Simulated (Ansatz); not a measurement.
`O[Si]O[SiH3]` + `BS` → `BS[SiH3]` + `O[Si]O`  (ligand exchange at the Si–O bond)

Program: Ansatz. Geometries: PBE0-D4/def2-TZVP. ΔE: electronic, gas phase. CBS: MP2 limit from def2 TZ/QZ plus the TZ coupled-cluster correction, frozen cores. This one scheme is used for every species. DFT in def2-TZVPP. B3LYP here is the variant with VWN-RPA as its local correlation; programs differ in this. HSE06 is defined as in plane-wave codes. Each species was taken in one conformer, which may not be the lowest.

`O[Si]O[SiH3]`:

Z-matrix (Å, degrees):
```
Si
O 1 1.646
H 1 1.484 2 108.8
H 1 1.484 2 108.8 3 119.4
H 1 1.486 2 110.6 3 -120.3
Si 2 1.656 1 142.0 3 119.9
O 6 1.643 2 101.2 1 -179.6
H 7 0.963 6 118.3 2 0.0
```

`BS`:

Cartesian coordinates in Å:
```
B -0.412 -0.342 -0.222
S 1.060 0.628 -0.306
H -0.750 -0.862 -1.240
H -1.020 -0.461 0.794
H 1.122 1.037 0.973
```

`BS[SiH3]`:

Z-matrix (Å, degrees):
```
Si
S 1 2.156
H 1 1.482 2 109.9
H 1 1.483 2 107.0 3 -119.4
H 1 1.482 2 109.9 3 121.2
B 2 1.775 1 99.5 3 -60.7
H 6 1.192 2 116.9 1 180.0
H 6 1.195 2 121.4 1 0.0
```

`O[Si]O`:

Z-matrix (Å, degrees):
```
O
Si 1 1.642
H 1 0.964 2 117.5
O 2 1.663 1 99.4 3 0.0
H 4 0.960 2 116.1 1 180.0
```

(1) Is it downhill or uphill in electronic energy at CCSD(T)/CBS, and by how much? (An estimate is asked.)

(2) What do these levels give: PBE-D4, r2SCAN-D4, B3LYP-D4, CAM-B3LYP-D4, ωB97M-V, r2SCANh, r2SCAN0, HSE06, RPA@PBE/def2-TZVPP, MP2/def2-TZVPP, SCS-MP2/def2-QZVPP, CCSD/CBS(def2)? (Estimate.)

Largest T1 diagnostic among the species: 0.015.

Answers

(1) Ansatz gave: Uphill: ΔE = +0.49 eV.

(2) Ansatz gave: PBE-D4 0.38, r2SCAN-D4 0.47, B3LYP-D4 0.55, CAM-B3LYP-D4 0.60, ωB97M-V 0.51, r2SCANh 0.48, r2SCAN0 0.48, HSE06 0.41, RPA@PBE/def2-TZVPP 0.57, MP2/def2-TZVPP 0.50, SCS-MP2/def2-QZVPP 0.55, CCSD/CBS(def2) 0.53 eV.

At CCSD(T), def2-SVP lies +0.08 eV from the extrapolated value and def2-TZVPP +0.04 eV. From PBE to PBE0 (25 % exact exchange), in def2-TZVPP and without D4, ΔE moves by +0.03 eV.
